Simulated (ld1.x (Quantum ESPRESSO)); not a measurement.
Cutoff test, antimony (Sb), TM

ld1.x (Quantum ESPRESSO) 7.5 input, shortened:

```
&input
   title='Sb', zed=51., rel=1, dft='PBE', iswitch=3,
   config='[Kr] 4d10 5s2 5p1.5'
 /
 &inputp
   pseudotype=2, tm=.true., lloc=0,
   nlcc=.true.
 /
3
5P  2  1   1.50   0.00  1.65  1.65  0.0
4D  3  2  10.00   0.00  1.20  1.20  0.0
5S  1  0   2.00   0.00  1.50  1.50  0.0
 &test
   configts(1)='4d10 5s2 5p1.5'
 /
```

The pseudo-atom Hamiltonian at the reference potential is diagonalised in spherical Bessel functions j_l(qr) that vanish at 20 bohr, with q² up to the cutoff. All-electron valence levels (Ry): 5p -1.1715, 4d -3.4387, 5s -1.8320.

Problem. How do the lowest levels (Ry) of each channel move with the cutoff, and are there ghosts?

Solution.

```
cutoff (Ry)      p #1     p #2     p #3     d #1     s #1     s #2     f #1     f #2  Σ f·Δε (mRy)
          8   -1.2450  -0.3709  -0.1653  -0.7231  -1.7140  -0.4962  -0.1763  -0.0758       27502.9
         15   -4.6567  -0.7249  -0.2701  -0.8616  -1.7269  -0.4994  -0.1764  -0.0759       26651.8
         30  -25.9783  -1.1362  -0.3610  -1.8328  -1.8151  -0.5252  -0.1765  -0.0760       16145.8
         45  -27.3498  -1.1700  -0.3681  -2.9678  -1.8258  -0.5302  -0.1765  -0.0761        4723.7
         70  -27.4790  -1.1708  -0.3683  -3.4026  -1.8304  -0.5308  -0.1765  -0.0761         365.7
        100  -28.3136  -1.1712  -0.3684  -3.4377  -1.8312  -0.5310  -0.1765  -0.0761          12.2
        160  -28.6180  -1.1715  -0.3684  -3.4386  -1.8319  -0.5311  -0.1765  -0.0761           1.6
        230  -28.6902  -1.1715  -0.3684  -3.4387  -1.8320  -0.5311  -0.1765  -0.0761           0.2
        400  -28.7239  -1.1715  -0.3684  -3.4387  -1.8320  -0.5311  -0.1765  -0.0761           0.0
```

Result: ghost state, extra bound levels that the all-electron valence spectrum of the same l lacks: p at -390.8 eV (a true bound ghost makes a file unfit for plane-wave use); 10 mRy is reached at 110 Ry and 1 mRy at 180 Ry.
